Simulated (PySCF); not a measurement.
Orbital picture of GeB⁻

CAM-B3LYP at R = 1.919 Å; basis Ge def2-SVPD, B def2-SVPD; no relativity; PySCF 2.14. State: ³Π (triplet), unpaired electrons σ ↑, π ↑. Only the outer orbitals are listed, counted within each symmetry.

```
spin  orbital  occ.  ε (eV)  on Ge (%)           main shells (%)
   α       8σ     1  -10.30         69           64 Ge s, 27 B s
   α       9σ     1   -4.84         45  46 B s, 26 Ge s, 18 Ge p
   α      10σ     1   -1.53         43   43 B p, 35 Ge p, 12 B s
   α       4π     1   -1.36         60           58 Ge p, 41 B p
   α       4π     1   -0.73         56           54 Ge p, 45 B p
   α       5π     0    5.33         54   34 Ge d, 26 B p, 20 B d
   α       5π     0    5.70         57   39 Ge d, 25 B d, 18 B p
   α      11σ     0    5.75         71           69 Ge s, 29 B s
   β       8σ     1   -9.03         71           68 Ge s, 25 B s
   β       9σ     1   -3.21         56  44 B s, 28 Ge p, 27 Ge s
   β       4π     1   -0.39         67           66 Ge p, 33 B p
   β      10σ     0    3.71         31           58 B s, 24 Ge p
   β       4π     0    3.75         70           70 Ge p, 31 B p
   β      11σ     0    5.91         94          103 Ge s, 11 B s
```

Problem. Which are the highest filled and the lowest empty level, where do they sit, and how wide is the gap?

Solution. Highest filled β 4π at -0.39 eV (in %: 66 Ge p, 33 B p); lowest empty β 10σ at 3.71 eV (in %: 58 B s, 24 Ge p); the gap at CAM-B3LYP is 4.10 eV. An empty level above zero is unbound, and its energy depends on the basis.

- bond order (Mayer): 2.33
- ⟨S²⟩: 2.020
- charge on Ge (Mulliken, basis-dependent): -0.67
- charge on Ge (Löwdin, basis-dependent): -0.27
- dipole moment (positive dipole points towards B; it is taken about the centre of mass and depends on that origin): -3.24 D
- polarisability along the bond: 123.4 bohr³
- polarisability across the bond: 84.3 bohr³

Shares are Mulliken populations and can fall outside 0 to 100 %.

Spin–orbit coupling is left out. The state was picked by a PBE0 search and need not be the measured ground state.
